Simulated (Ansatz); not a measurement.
Steps of a relaxation of CH$_{2}$ClNOSi (`O[Si]1(Cl)C=N1`) with RKS PBE0-D4/def2-TZVP.

```sh
$ ansatz run in.yaml --threads 2 --pin off --events-out ev --progress --plain --max-ram 4352MiB
```

```yaml
crystal:
  periodic: [false, false, false]
  atoms:
    - {symbol: O, position_ang: [-0.816467, -0.274543, 1.594915]}
    - {symbol: Si, position_ang: [0.279182, -0.275412, 0.347420]}
    - {symbol: Cl, position_ang: [1.960167, -1.186578, 1.072296]}
    - {symbol: C, position_ang: [0.228540, 0.662829, -1.159421]}
    - {symbol: N, position_ang: [-0.209537, -0.560060, -1.353884]}
    - {symbol: H, position_ang: [-1.692627, 0.083874, 1.362946]}
    - {symbol: H, position_ang: [0.311943, 1.481989, -1.909870]}
basis:
  gaussian: {orbitals: def2-TZVP}
hamiltonian: {xc: pbe0, dispersion: d4}
relax: {f_tol: 0.005, max_steps: 150}
```

Positions (Å) and forces (eV/Å) along the path, 9 of 9 steps:

```xyz
7
step=1 energy=-24997.9609 eV
O    -0.816   -0.275    1.595    0.185    0.285   -1.024
Si    0.279   -0.275    0.347   -0.503   -0.228   -0.293
Cl    1.960   -1.187    1.072   -0.529    0.314   -0.204
C     0.229    0.663   -1.159   -0.197   -0.543   -0.021
N    -0.210   -0.560   -1.354    0.503    0.931    0.958
H    -1.693    0.084    1.363    0.603   -0.249    0.145
H     0.312    1.482   -1.910   -0.062   -0.510    0.439
7
step=2 energy=-24998.0238 eV
O    -0.805   -0.272    1.579    0.239    0.107   -0.601
Si    0.275   -0.289    0.339   -0.570    0.059   -0.293
Cl    1.935   -1.161    1.064    0.054   -0.039    0.017
C     0.230    0.656   -1.148   -0.055   -0.149    0.139
N    -0.217   -0.553   -1.344    0.227    0.269    0.556
H    -1.671    0.085    1.349    0.138   -0.078    0.080
H     0.313    1.466   -1.884   -0.033   -0.168    0.102
7
step=3 energy=-24998.0422 eV
O    -0.798   -0.264    1.559    0.051    0.026   -0.109
Si    0.275   -0.286    0.337   -0.076   -0.057   -0.035
Cl    1.931   -1.168    1.059    0.057   -0.019    0.024
C     0.225    0.657   -1.135    0.060    0.096    0.068
N    -0.209   -0.552   -1.323   -0.017   -0.055    0.050
H    -1.662    0.086    1.330   -0.060    0.000    0.056
H     0.299    1.458   -1.873   -0.016    0.009   -0.056
7
step=4 energy=-24998.0433 eV
O    -0.798   -0.263    1.556   -0.005    0.027   -0.062
Si    0.273   -0.290    0.335    0.019   -0.034    0.021
Cl    1.935   -1.166    1.060   -0.005   -0.001    0.000
C     0.227    0.658   -1.134    0.039    0.083    0.039
N    -0.213   -0.550   -1.321   -0.016   -0.046   -0.021
H    -1.665    0.086    1.333   -0.017   -0.014    0.052
H     0.301    1.458   -1.874   -0.014   -0.016   -0.030
7
step=5 energy=-24998.0440 eV
O    -0.797   -0.261    1.554   -0.024    0.022   -0.027
Si    0.272   -0.290    0.334    0.034   -0.013    0.034
Cl    1.934   -1.167    1.061   -0.017    0.005   -0.005
C     0.230    0.661   -1.134    0.006    0.016    0.004
N    -0.212   -0.549   -1.321   -0.002    0.002   -0.037
H    -1.668    0.082    1.339    0.008   -0.016    0.034
H     0.302    1.456   -1.879   -0.005   -0.016   -0.004
7
step=6 energy=-24998.0442 eV
O    -0.793   -0.249    1.556    0.013   -0.022   -0.005
Si    0.272   -0.288    0.333    0.012    0.010    0.013
Cl    1.931   -1.170    1.060   -0.008    0.005    0.000
C     0.232    0.662   -1.135    0.012    0.011   -0.004
N    -0.211   -0.547   -1.323   -0.015   -0.010   -0.005
H    -1.675    0.068    1.347   -0.015    0.009    0.003
H     0.305    1.455   -1.883    0.001   -0.003   -0.003
7
step=7 energy=-24998.0443 eV
O    -0.795   -0.256    1.555    0.002    0.005    0.004
Si    0.272   -0.286    0.333   -0.008   -0.013    0.003
Cl    1.931   -1.167    1.061    0.003   -0.001   -0.001
C     0.234    0.662   -1.137   -0.010   -0.004   -0.010
N    -0.215   -0.545   -1.323    0.013    0.009    0.004
H    -1.675    0.069    1.352   -0.001    0.001   -0.001
H     0.309    1.454   -1.886    0.001    0.003    0.001
7
step=8 energy=-24998.0443 eV
O    -0.795   -0.256    1.554   -0.001    0.000    0.000
Si    0.272   -0.288    0.333   -0.002    0.004   -0.005
Cl    1.931   -1.167    1.061    0.000    0.000   -0.001
C     0.233    0.662   -1.137    0.001   -0.001    0.010
N    -0.211   -0.546   -1.324   -0.001   -0.006   -0.002
H    -1.674    0.072    1.352    0.001    0.000    0.000
H     0.307    1.455   -1.885    0.001    0.002   -0.003
7
step=9 energy=-24998.0443 eV
O    -0.795   -0.257    1.554    0.000    0.000    0.001
Si    0.272   -0.288    0.333   -0.004   -0.001    0.001
Cl    1.931   -1.167    1.061    0.000    0.001   -0.001
C     0.232    0.662   -1.136    0.004   -0.001   -0.005
N    -0.211   -0.546   -1.324    0.001    0.002    0.002
H    -1.674    0.072    1.352    0.000    0.000    0.000
H     0.307    1.455   -1.884   -0.002    0.000    0.002
```

It took 33 s on 2 threads of an Intel Xeon Platinum 8488C on a shared host, with 0.43 GiB of host memory at the peak.
